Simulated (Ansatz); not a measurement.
Gas-phase electronic energies from Ansatz, PBE0-D4/def2-TZVP geometries. CCSD(T)/CBS adds triple-zeta CCSD(T) − MP2 to the extrapolated MP2 energy (def2 sets, frozen cores). This one scheme is used for every species. DFT in def2-TZVPP. B3LYP here is the variant with VWN-RPA as its local correlation; programs differ in this. One conformer a species, not always the lowest.

Reaction (ligand exchange at the Si–O bond): `C[SiH2]O[SiH2]O` + H–F → `C[SiH2]O[SiH2]F` + H₂O

```
             level  ΔE (kcal/mol)  difference from CCSD(T)/CBS
            PBE-D4          -10.1                          0.6
         r2SCAN-D4          -10.9                         -0.2
           PBE0-D4          -10.0                          0.7
          B3LYP-D4          -10.8                         -0.1
           ωB97X-V          -10.8                         -0.1
           ωB97M-V          -10.7                          0.0
            B2PLYP          -11.2                         -0.5
               PBE          -10.7                          0.0
            r2SCAN          -11.1                         -0.4
              PBE0          -10.6                          0.1
             B3LYP          -11.8                         -1.1
     HF/def2-TZVPP          -12.5                         -1.8
    MP2/def2-TZVPP           -9.9                          0.8
SCS-MP2/def2-TZVPP          -10.6                          0.1
   CCSD/def2-TZVPP          -10.7                          0.0
CCSD(T)/def2-TZVPP          -10.3                          0.4
     HF/def2-QZVPP          -12.9                         -2.2
    MP2/def2-QZVPP          -10.3                          0.4
SCS-MP2/def2-QZVPP          -11.0                         -0.3
      HF/CBS(def2)          -13.0                         -2.3
     MP2/CBS(def2)          -10.3                          0.4
    CCSD/CBS(def2)          -11.1                         -0.4
       CCSD(T)/CBS          -10.7                            0
```

Largest T1 diagnostic among the species: 0.011.

The D4 term adds +1.0 kcal/mol with B3LYP and +0.6 kcal/mol with PBE0; it sums over pairs of atoms, weighted by their polarisabilities, and B3LYP, whose exchange is more repulsive, gets the larger term. In def2-TZVPP, CCSD(T) changes the Hartree–Fock value by +2.2 kcal/mol (the triples alone add +0.4 kcal/mol) and MP2 by +2.6 kcal/mol.

CCSD(T)/CBS has its own doubt, a few kJ/mol and more with outer-core shells, so smaller differences from it don't rank the levels.
